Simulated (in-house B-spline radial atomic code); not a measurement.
Computed with a B-spline radial atomic code. Model: two electrons, singlet ground state, non-relativistic, full CI in B-splines with partial waves to l = 8 (at full coupling up to 3e-4 hartree above the limit, correlation up to 0.6 % small), density held at that of full coupling by Lieb maximisation.

Along the adiabatic connection the electron repulsion is scaled by a coupling λ while a local potential keeps the density fixed. At λ = 0 the system is the Kohn-Sham one and W equals the exchange energy; the exchange-correlation energy is the area under W between 0 and 1. The kinetic energy rises with λ as the electrons avoid each other, with dT/dλ = −λ dW/dλ.

Command:
```bash
python run_ac.py task.json out
```
Settings (lengths in bohr, energies in hartree):
```
potential              dot
strength               0.65
lmax                   8
second                 0.3
```

Time taken, with all properties: 11 s on 1 thread of Intel(R) Xeon(R) Processor @ 2.30GHz, on a shared host.

**W = mean repulsion less Hartree energy, and W of three functionals.**

Given: confinement charge in harmonic well; well frequency 0.65 hartree; nuclear charge 0.3; external potential omega^2 r^2/2 - Z/r.

Computed: LDA exchange minus exact 93.364 millihartree; SCAN exchange minus exact 2.84 millihartree.

```json
{"coupling": "0", "W xc (hartree)": "-0.63896", "W xc minus exchange (millihartree)": "0", "kinetic minus Kohn-Sham (millihartree)": "0", "LDA (PW92) W minus its exchange (millihartree)": "0", "PBE W minus its exchange (millihartree)": "0", "SCAN W minus its exchange (millihartree)": "0"}
{"coupling": "0.02", "W xc (hartree)": "-0.64089", "W xc minus exchange (millihartree)": "-1.932", "kinetic minus Kohn-Sham (millihartree)": "0.02", "LDA (PW92) W minus its exchange (millihartree)": "-10.89", "PBE W minus its exchange (millihartree)": "-2.94", "SCAN W minus its exchange (millihartree)": "-1.88"}
{"coupling": "0.05", "W xc (hartree)": "-0.64374", "W xc minus exchange (millihartree)": "-4.777", "kinetic minus Kohn-Sham (millihartree)": "0.12", "LDA (PW92) W minus its exchange (millihartree)": "-21.89", "PBE W minus its exchange (millihartree)": "-7.2", "SCAN W minus its exchange (millihartree)": "-4.62"}
{"coupling": "0.12", "W xc (hartree)": "-0.65014", "W xc minus exchange (millihartree)": "-11.178", "kinetic minus Kohn-Sham (millihartree)": "0.66", "LDA (PW92) W minus its exchange (millihartree)": "-40.96", "PBE W minus its exchange (millihartree)": "-16.45", "SCAN W minus its exchange (millihartree)": "-10.69"}
{"coupling": "0.25", "W xc (hartree)": "-0.6612", "W xc minus exchange (millihartree)": "-22.242", "kinetic minus Kohn-Sham (millihartree)": "2.7", "LDA (PW92) W minus its exchange (millihartree)": "-66.69", "PBE W minus its exchange (millihartree)": "-31.59", "SCAN W minus its exchange (millihartree)": "-21.07"}
{"coupling": "0.4", "W xc (hartree)": "?", "W xc minus exchange (millihartree)": "?", "kinetic minus Kohn-Sham (millihartree)": "?", "LDA (PW92) W minus its exchange (millihartree)": "?", "PBE W minus its exchange (millihartree)": "?", "SCAN W minus its exchange (millihartree)": "?"}
{"coupling": "0.6", "W xc (hartree)": "?", "W xc minus exchange (millihartree)": "?", "kinetic minus Kohn-Sham (millihartree)": "?", "LDA (PW92) W minus its exchange (millihartree)": "?", "PBE W minus its exchange (millihartree)": "?", "SCAN W minus its exchange (millihartree)": "?"}
{"coupling": "0.8", "W xc (hartree)": "-0.69849", "W xc minus exchange (millihartree)": "-59.528", "kinetic minus Kohn-Sham (millihartree)": "21.65", "LDA (PW92) W minus its exchange (millihartree)": "-131.8", "PBE W minus its exchange (millihartree)": "-78.48", "SCAN W minus its exchange (millihartree)": "-56.3"}
{"coupling": "1", "W xc (hartree)": "-0.7091", "W xc minus exchange (millihartree)": "-70.144", "kinetic minus Kohn-Sham (millihartree)": "31.18", "LDA (PW92) W minus its exchange (millihartree)": "-147.85", "PBE W minus its exchange (millihartree)": "-91.32", "SCAN W minus its exchange (millihartree)": "-66.59"}
{"coupling": "1.4", "W xc (hartree)": "-0.72696", "W xc minus exchange (millihartree)": "-88.001", "kinetic minus Kohn-Sham (millihartree)": "52.48", "LDA (PW92) W minus its exchange (millihartree)": "-173.83", "PBE W minus its exchange (millihartree)": "-112.87", "SCAN W minus its exchange (millihartree)": "-84.3"}
{"coupling": "2", "W xc (hartree)": "-0.74757", "W xc minus exchange (millihartree)": "-108.61", "kinetic minus Kohn-Sham (millihartree)": "87.21", "LDA (PW92) W minus its exchange (millihartree)": "-203.09", "PBE W minus its exchange (millihartree)": "-138.05", "SCAN W minus its exchange (millihartree)": "-105.51"}
{"coupling": "3", "W xc (hartree)": "-0.77162", "W xc minus exchange (millihartree)": "-132.67", "kinetic minus Kohn-Sham (millihartree)": "146.51", "LDA (PW92) W minus its exchange (millihartree)": "-237.32", "PBE W minus its exchange (millihartree)": "-168.46", "SCAN W minus its exchange (millihartree)": "-131.38"}
{"coupling": "4.5", "W xc (hartree)": "-0.79468", "W xc minus exchange (millihartree)": "-155.72", "kinetic minus Kohn-Sham (millihartree)": "231.6", "LDA (PW92) W minus its exchange (millihartree)": "-271.21", "PBE W minus its exchange (millihartree)": "-199.31", "SCAN W minus its exchange (millihartree)": "-157.1"}
{"coupling": "7", "W xc (hartree)": "-0.81731", "W xc minus exchange (millihartree)": "-178.35", "kinetic minus Kohn-Sham (millihartree)": "358.98", "LDA (PW92) W minus its exchange (millihartree)": "-306.36", "PBE W minus its exchange (millihartree)": "-231.88", "SCAN W minus its exchange (millihartree)": "-182.42"}
{"coupling": "10", "W xc (hartree)": "-0.83325", "W xc minus exchange (millihartree)": "-194.29", "kinetic minus Kohn-Sham (millihartree)": "492.56", "LDA (PW92) W minus its exchange (millihartree)": "-332.68", "PBE W minus its exchange (millihartree)": "-256.57", "SCAN W minus its exchange (millihartree)": "-199.47"}
```

What belongs in the row 0.4?

W xc (hartree): -0.67277; W xc minus exchange (millihartree): -33.81; kinetic minus Kohn-Sham (millihartree): 6.44; LDA (PW92) W minus its exchange (millihartree): -89.16; PBE W minus its exchange (millihartree): -46.63; SCAN W minus its exchange (millihartree): -31.91.

What belongs in the row 0.6?

W xc (hartree): -0.68647; W xc minus exchange (millihartree): -47.507; kinetic minus Kohn-Sham (millihartree): 13.26; LDA (PW92) W minus its exchange (millihartree): -112.73; PBE W minus its exchange (millihartree): -63.78; SCAN W minus its exchange (millihartree): -44.83.

What is the PBE exchange minus exact?

27.312 millihartree.

**Energy parts, natural occupations and partial-wave weights.**

Computed: total energy 2.0036 hartree; exchange energy -0.63896 hartree; kinetic part of the DFT correlation energy 0.031181 hartree; initial slope twice GL2 -0.097306 hartree; kinetic part over minus potential part 0.44453; Hartree energy 1.2779 hartree; Kohn-Sham kinetic 0.95711 hartree.

```
natural  occupation of the shell (electrons)
      s                               1.9656
      p                             0.030512
      s                            0.0024972
      d                           0.00089653
      p                                    ?
      f                           0.00010603
```

What belongs in the row p?

occupation of the shell (electrons): 0.00023732.

| wave | weight |
| --- | --- |
| s | 0.98407 |
| p | 0.015381 |
| d | 0.00047059 |
| f | ? |
| g | 1.2972e-05 |

What belongs in the row f?

weight: 5.8807e-05.

What is the Lieb Oxford ratio E_xc over LDA exchange?

1.2425.

What is the correlation energy?

-0.038963 hartree.

Half-way to full coupling W has made 58 % of its drop, against 50 % for a straight line, and second-order (GL2) theory, half the initial slope, overshoots the correlation energy by about 25 %: a moderate bend, as in light atoms. Over couplings 0 to 1 the errors in E_xc come to about +38 millihartree for LDA, +14 millihartree for PBE, +4.9 millihartree for SCAN, so SCAN is nearest. In LDA and PBE the errors of exchange and correlation have opposite signs, so the sum is smaller than the larger of the two.
